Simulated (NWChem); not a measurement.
System meant: silylarsine (SiAsH$_{5}$); SMILES [SiH3][AsH2]

Input file for NWChem:

```
start job
memory heap 200 mb stack 900 mb global 1100 mb
geometry units angstroms noautoz
  Si    -0.020034     1.574079     0.000000
  As    -0.044107    -0.818250     0.000000
  H     -0.744852     2.053700    -1.207333
  H     -0.744852     2.053700     1.207333
  H      1.347375     2.160029     0.000000
  H      1.020463    -0.900214    -1.101582
  H      1.020463    -0.900214     1.101582
end
basis spherical
  * library def2-svp
end
dft
  xc b3lyp
  iterations 4
  mulliken
end
task dft energy
```

End of the output:

```
    Atom       Charge   Shell Charges
 -----------   ------   -------------------------------------------------------
    1 Si  14    13.68   2.00  1.93  0.70  0.37  5.82  1.31  1.34  0.22
    2 As  33    32.96   2.00  2.00  1.95  1.03  0.56  5.99  5.80  1.65  1.84  7.81  2.04  0.28
    3 H    1     1.09   0.65  0.42  0.03
    4 H    1     1.09   0.65  0.42  0.03
    5 H    1     1.09   0.65  0.42  0.03
    6 H    1     1.04   0.61  0.39  0.04
    7 H    1     1.04   0.61  0.39  0.04

 center of mass
 --------------
 x =  -0.04073749 y =   0.20524663 z =   0.00000000

 moments of inertia (a.u.)
 ------------------
         493.501500835436          -0.000000000000           0.000000000000
          -0.000000000000          37.679556710690           0.000000000000
           0.000000000000           0.000000000000         492.727301178093

     Multipole analysis of the density
     ---------------------------------

     L   x y z        total         alpha         beta         nuclear
     -   - - -        -----         -----         ----         -------
     0   0 0 0     -0.000000    -26.000000    -26.000000     52.000000

     1   1 0 0      0.138042      0.069021      0.069021      0.000000
     1   0 1 0     -0.064201     -0.032100     -0.032100      0.000000
     1   0 0 1     -0.000000     -0.000000     -0.000000      0.000000

     2   2 0 0    -26.422354    -22.263401    -22.263401     18.104448
     2   1 1 0      0.639093     -1.504163     -1.504163      3.647420
     2   1 0 1     -0.000000     -0.000000     -0.000000      0.000000
     2   0 2 0    -26.853399   -141.104914   -141.104914    255.356428
     2   0 1 1     -0.000000     -0.000000     -0.000000      0.000000
     2   0 0 2    -25.512584    -22.295090    -22.295090     19.077596

 ------------------------------------------------------------------------
 dft energy failed                                                                                  0
 ------------------------------------------------------------------------
 ------------------------------------------------------------------------
  current input line :
    20: task dft energy
 ------------------------------------------------------------------------
 ------------------------------------------------------------------------
 This type of error is most commonly associated with calculations not reaching convergence criteria
 ------------------------------------------------------------------------
 For more information see the NWChem manual at https://nwchemgit.github.io

0:dft energy failed:Received an Error in Communication
```

Task: Can this run be used? If not, why, and what is the fix?

Result: The run did not converge; its last values are not results. Cause: the SCF was allowed too few iterations. This input runs:
```
start job
memory heap 200 mb stack 900 mb global 1100 mb
geometry units angstroms noautoz
  Si    -0.020034     1.574079     0.000000
  As    -0.044107    -0.818250     0.000000
  H     -0.744852     2.053700    -1.207333
  H     -0.744852     2.053700     1.207333
  H      1.347375     2.160029     0.000000
  H      1.020463    -0.900214    -1.101582
  H      1.020463    -0.900214     1.101582
end
basis spherical
  Si library def2-svp
  As library def2-svp
  H library def2-svp
end
dft
  xc b3lyp
  iterations 150
  mulliken
end
task dft energy
```
It converges to -2528.06363 Ha (B3LYP/def2-SVP).
